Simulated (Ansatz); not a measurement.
One geometry of `N1[SiH2][AsH]1`, several functionals.

```yaml
crystal:
  periodic: [false, false, false]
  atoms:
    - {symbol: N, position_ang: [-0.754549, -0.721490, 0.018475]}
    - {symbol: Si, position_ang: [-0.048169, 0.844806, -0.021899]}
    - {symbol: As, position_ang: [1.096902, -1.083960, -0.485934]}
    - {symbol: H, position_ang: [-1.438275, -1.070612, -0.636961]}
    - {symbol: H, position_ang: [-0.339056, 1.762921, -1.149921]}
    - {symbol: H, position_ang: [0.002318, 1.549306, 1.277835]}
    - {symbol: H, position_ang: [1.542131, -1.348970, 0.952704]}
basis:
  gaussian: {orbitals: def2-TZVPP}
hamiltonian: {xc: {name: r2SCANh}, dispersion: d4}
output: {orbitals: {seedname: orbitals}}
```

```sh
$ ansatz run in.yaml --threads 2 --pin off --events-out ev --progress --plain --max-ram 4352MiB
```

Output, abridged:

```
Functional definition: r2SCANh
1064 factors; their error is unknown
mean field evaluation 1: about -70264.3125 eV, gradient 6.4e1 eV
mean field evaluation 2: about -70215.5749 eV, gradient 1.4e2 eV
mean field evaluation 4: about -70272.3602 eV, gradient 5.9e0 eV
mean field evaluation 8: about -70272.4666 eV, gradient 1.2e-1 eV
mean field evaluation 16: about -70272.5595 eV, gradient 2.4e-4 eV
mean field -70272.55954609 eV, -2582.4689308672 hartree, gradient 7.9e-5 eV, S^2 0.000000; 0 other end points of the search recorded, 0 dependent functions left out
reference -70272.55955616 eV, -2582.4689312374 hartree; 29, 29 occupied and 148, 148 virtual orbitals, 1064 factors
Total energy: -70272.59631121 eV, -2582.4702819603 hartree
```

Hardware: 2 threads of an Arm Neoverse V1 on a shared host. Wall time 5.5 s, peak host memory 0.41 GiB.

Changing it to `hamiltonian: {xc: {name: B97M-V}}` (abridged; 9 s):

```
Functional definition: B97M-V
mean field evaluation 16: about -70261.1593 eV, gradient 1.2e-4 eV
mean field -70261.15928325 eV, -2582.0499789350 hartree, gradient 1.8e-5 eV, S^2 0.000000
Total energy: -70261.15933775 eV, -2582.0499809380 hartree
```

The same input with `hamiltonian: {xc: {name: B3LYP}, dispersion: d4}` and forces (abridged; 4.1 s):

```
Functional definition: B3LYP
mean field evaluation 16: about -70276.4126 eV, gradient 3.6e-4 eV
mean field -70276.41255809 eV, -2582.6105264464 hartree, gradient 3.7e-5 eV, S^2 0.000000
Total energy: -70276.67119055 eV, -2582.6200310143 hartree
Atom 0 force    -0.292087     0.027255     0.005214 eV/Å
Atom 1 force    -0.092027     0.310832     0.058727 eV/Å
Atom 2 force     0.362067    -0.226486    -0.126395 eV/Å
Atom 3 force    -0.012094    -0.007188     0.034262 eV/Å
Atom 4 force     0.009781    -0.047270     0.077984 eV/Å
Atom 5 force    -0.011573    -0.032499    -0.087342 eV/Å
Atom 6 force     0.035933    -0.024644     0.037550 eV/Å
Dipole moment:    -0.057869     0.138550    -0.145309 e Å
```

With the line `hamiltonian: {xc: pbe, dispersion: d4}` and forces (abridged; 2.7 s):

```
Functional definition: PBE
mean field evaluation 16: about -70259.6175 eV, gradient 3.1e-3 eV
mean field -70259.61745425 eV, -2581.9933177646 hartree, gradient 3.2e-5 eV, S^2 0.000000
Total energy: -70259.77458075 eV, -2581.9990920570 hartree
Atom 0 force    -0.276841    -0.171541     0.364847 eV/Å
Atom 1 force     0.077833     0.377592     0.005132 eV/Å
Atom 2 force     0.389772    -0.238276    -0.414356 eV/Å
Atom 3 force    -0.229850    -0.124030    -0.229040 eV/Å
Atom 4 force    -0.020455     0.115482    -0.133420 eV/Å
Atom 5 force    -0.013978     0.077809     0.159839 eV/Å
Atom 6 force     0.073519    -0.037036     0.246998 eV/Å
Dipole moment:    -0.072800     0.103908    -0.132105 e Å
```

Changing it to `hamiltonian: {xc: hse06, dispersion: d4}` (abridged; 3.6 s):

```
Functional definition: HSE06
mean field evaluation 16: about -70261.9517 eV, gradient 1.9e-4 eV
mean field -70261.95166106 eV, -2582.0790982826 hartree, gradient 5.8e-5 eV, S^2 0.000000
Total energy: -70262.07470200 eV, -2582.0836199539 hartree
```

Changing it to `hamiltonian: {xc: {name: wB97M-V}}` and forces (abridged; 13 s):

```
Functional definition: wB97M-V
mean field evaluation 16: about -70269.9182 eV, gradient 1.3e-4 eV
mean field -70269.91822913 eV, -2582.3718642591 hartree, gradient 3.5e-5 eV, S^2 0.000000
Total energy: -70269.91827322 eV, -2582.3718658796 hartree
Atom 0 force    -0.001987     0.041460    -0.105285 eV/Å
Atom 1 force    -0.052924     0.088041     0.051193 eV/Å
Atom 2 force     0.020035     0.019251     0.141383 eV/Å
Atom 3 force     0.025863     0.011726     0.064916 eV/Å
Atom 4 force     0.037920    -0.110322     0.137286 eV/Å
Atom 5 force     0.011584    -0.076601    -0.170037 eV/Å
Atom 6 force    -0.040491     0.026445    -0.119456 eV/Å
Dipole moment:    -0.054602     0.153788    -0.141451 e Å
```

B3LYP takes the VWN-RPA correlation (the form of Gaussian; ORCA's B3LYP/G).

HSE06 is the plane-wave form, built on full-range PBE exchange.
